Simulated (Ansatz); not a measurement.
Reaction (formal exchange of groups at the Se–Ga bond): `C[Se][GaH][Cl]` + `ClBCl` → `C[Se]B(Cl)Cl` + `[Cl][GaH2]`

Computed with Ansatz on PBE0-D4/def2-TZVP structures; ΔE is electronic, products minus reactants. CBS: MP2 limit from def2 TZ/QZ plus the TZ coupled-cluster correction, frozen cores. This one scheme is used for every species. Functionals use def2-TZVPP. For Ga, Se outer-core shells are correlated without core-valence functions, which leaves a few kJ/mol of doubt a bond. Scalar relativity is left out up to krypton. Each species was taken in one conformer, which may not be the lowest.

CCSD(T)/CBS gives +41.7 kJ/mol.

Question: Another level gave +42.9 kJ/mol. Which?
A. BHLYP-D4/def2-TZVPP
B. MP2/def2-TZVPP
C. CAM-B3LYP/def2-TZVPP
D. revPBE-D4/def2-TZVPP

Answer: C. CAM-B3LYP 42.9, revPBE-D4 32.4, BHLYP-D4 48.3, MP2/def2-TZVPP 37.8 kJ/mol.

Question: What do rigid-rotor, harmonic-oscillator terms from PBE0-D4/def2-TZVP frequencies (298.15 K, 1 bar) make of the CCSD(T)/CBS value? (Estimate.)

Answer: The calculation gave: ΔZPE = -5.5 kJ/mol, ΔH = +35.8 kJ/mol, ΔS = -15 J/(mol·K), ΔG = +40.2 kJ/mol. Modes under 50 cm⁻¹ make the entropy rough.

Largest T1 diagnostic among the species: 0.012.

From BLYP to BHLYP (50 % exact exchange), in def2-TZVPP and without D4, ΔE moves by +4.2 kJ/mol. Leaving LDA and LC-ωPBE aside and taking each functional with its dispersion term where it has one, the values, not all of them listed here, spread over 20.5 kJ/mol, from B97M-V to BHLYP-D4. LDA lies −8.6 kJ/mol from PBE without D4.
